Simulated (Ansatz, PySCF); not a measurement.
Molecule: CH$_{2}$Br, charge 0, multiplicity 2. SMILES: [CH2]Br
Structure (B3LYP-D3(BJ)/def2-TZVP (Ansatz, an electronic-structure program) minimum search):
```xyz
4

C     -1.4125    -0.4603     0.0643
Br     0.3501     0.1141    -0.0159
H     -1.8885    -0.4830     1.0293
H     -1.8881    -0.7477    -0.8575
```
Charge 0, spin multiplicity 2.

Wanted: atomisation energy, in kcal/mol. Terms: non-relativistic; open shells spin-unrestricted; atomisation electronic, to ground-state atoms; no dispersion term unless named; no spin-orbit coupling. Ab initio and DFT rows: single points at B3LYP-D3(BJ) geometries (Ansatz).

```csv
species,coefficient,"E at BP86/def2-SVP (PySCF), Eh","E at PBE0/def2-TZVPD (Ansatz), Eh"
[CH2]Br (CH2Br),-1,-2613.32679,-2613.06554
Br atom,+1,-2574.06821,-2573.81224
C atom,+1,-37.80175,-37.80543
H atom,+2,-0.49913,-0.50104
```

 1 Eh = 627.5095 kcal/mol.

Problem. Work the quantity out at each level.

Solution. 
- BP86/def2-SVP: the sum of coefficient times E is 0.45857 Eh, or 287.76 kcal/mol. Result: 287.8 kcal/mol.
- PBE0/def2-TZVPD: the sum of coefficient times E is 0.44579 Eh, or 279.74 kcal/mol. Result: 279.7 kcal/mol.
